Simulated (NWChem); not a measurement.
C2H3F2NSi; SMILES FC(F)([SiH3])C#N

```xyz
9

N     -0.9971    -2.3609     0.0000
C     -0.3496    -1.3985     0.0000
C      0.3734    -0.1105     0.0000
F      1.1840    -0.0711    -1.1090
F      1.1840    -0.0711     1.1090
Si    -0.7813     1.4468     0.0000
H     -1.6139     1.3991    -1.2237
H      0.1222     2.6194     0.0000
H     -1.6139     1.3991     1.2237
```
Atoms are numbered in this order, from 1.

Program: NWChem. Pople sets run with spherical d functions. Structure relaxed at the B3LYP/6-31G* (spherical d) level. Level: B3LYP/6-31G* with SMD (1 M gas to 1 M solution), gas-phase geometry. Reactions with the solvent are ignored.

For solvent water:

```
Quantity                                     Value
-------------------------------------------  -----
solvation free energy (kcal/mol)               1.9
cavity-dispersion-structure term (kcal/mol)    5.7
dipole in solution (D)                        3.65
```

### Question
What are these values for solvent toluene?

### Answer
* **solvation free energy (kcal/mol)**: -0.7
* **cavity-dispersion-structure term (kcal/mol)**: 1.4
* **dipole in solution (D)**: 3.34
